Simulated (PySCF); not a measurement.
Palladium: a sound run and one with changed settings

Sound run: Pd [Kr] 4d10, Pd⁺ [Kr] 4d9. Computed with PySCF 2.14 in x2c-TZVPall (8s6p6d1f, 63 functions), with scalar relativity by spin-free X2C-1e. In the sound run the correlated levels freeze [Kr]. The sound run starts from symmetry-adapted Hartree-Fock orbitals and uses a fine grid where one is needed.

Changed run: no relativity, point nucleus. This setting is unsound on purpose.

| species | method | sound run (hartree) | changed run (hartree) | converged |
| --- | --- | --- | --- | --- |
| Pd | UHF | -5042.74177 | -4868.98495 | yes |
| Pd | M06-2X | -5045.68525 | -4872.18854 | yes |
| Pd | PBE0 | -5044.94345 | -4871.38098 | yes |
| Pd | MP2 | -5043.02497 | -4869.26353 | yes |
| Pd⁺ | UHF | -5042.50965 | -4868.74142 | yes |
| Pd⁺ | M06-2X | -5045.37681 | -4871.87022 | yes |
| Pd⁺ | PBE0 | -5044.63189 | -4871.06054 | yes |
| Pd⁺ | MP2 | -5042.72661 | -4868.95542 | yes |

Ionisation energy of Pd:

| method | sound run (eV) | changed run (eV) |
| --- | --- | --- |
| UHF | 6.316 | 6.627 |
| M06-2X | 8.393 | 8.662 |
| PBE0 | 8.478 | 8.720 |
| MP2 | 8.119 | 8.384 |
| SCS-MP2 | 7.922 | 8.189 |

Most of the change in total energy is the relativistic energy itself. On top of that the contraction fixes the core shape for the Hamiltonian it was made with, so the changed run is not a good calculation with the other Hamiltonian either.

For comparison, NIST gives 8.337 eV between the lowest levels.
